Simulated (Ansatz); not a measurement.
`N[CH2][SnH3]` + `N[SiH3]` → `[SiH3][NH][SnH3]` + CH₃NH₂ at 298.15 K and 1 bar (ligand exchange at the Sn–C bond).

Computed with Ansatz on PBE0-D4/def2-TZVP structures; ΔE is electronic, products minus reactants. CCSD(T)/CBS adds triple-zeta CCSD(T) − MP2 to the extrapolated MP2 energy (def2 sets, frozen cores). This one scheme is used for every species. def2 core potentials past Kr. For Sn outer-core shells are correlated without core-valence functions, which leaves a few kJ/mol of doubt a bond. Each species was taken in one conformer, which may not be the lowest.

```
           species  CCSD(T)/CBS energy (Eh)  H − E (kJ/mol)  S (J/(mol·K))
    `N[CH2][SnH3]`               -310.95215           213.0          323.2
         `N[SiH3]`               -346.80422           145.7          264.3
`[SiH3][NH][SnH3]`               -562.01692           180.1          361.7
            CH₃NH₂                -95.75281           180.0          240.4
```

H − E and S are ideal-gas, rigid-rotor, harmonic terms from PBE0-D4/def2-TZVP, for one conformer and one mirror image of each species. 1 Eh = 2625.50 kJ/mol, R = 8.31446 J/(mol·K).

Problem. By hand: ΔE, ΔH, ΔS and ΔG.

Solution. ΔE = (-562.01692) + (-95.75281) − (-310.95215) − (-346.80422) = -0.01336 Eh = -35.1 kJ/mol. Δ(H − E) = 180.1 + 180.0 − 213.0 − 145.7 = 1.4, so ΔH = -33.7 kJ/mol. ΔS = 361.7 + 240.4 − 323.2 − 264.3 = 14.6 J/(mol·K). ΔG = -33.7 − 298.15 × (14.6)/1000 = -38.1 kJ/mol.

Problem. By hand: the equilibrium constant, and the temperature at which ΔG would vanish if ΔH and ΔS stayed fixed.

Solution. log₁₀ K = −ΔG/(RT ln 10) = 6.7. ΔH and −TΔS have one sign here, so there is no such temperature.

The number of gas molecules stays the same, so ΔS is small and ΔH decides. A doubt of 5 kJ/mol in ΔE shifts log₁₀ K by 0.9 here. Other conformers and mirror images would add mixing entropy, several J/(mol·K) or more a flexible species. Modes under 60 cm⁻¹, often nearly free rotors, make the harmonic entropy too high. These are equilibria of isolated gas molecules and say nothing of rates. Largest T1 diagnostic: 0.012 (customary marks: 0.02 for closed shells, 0.045 for open ones).
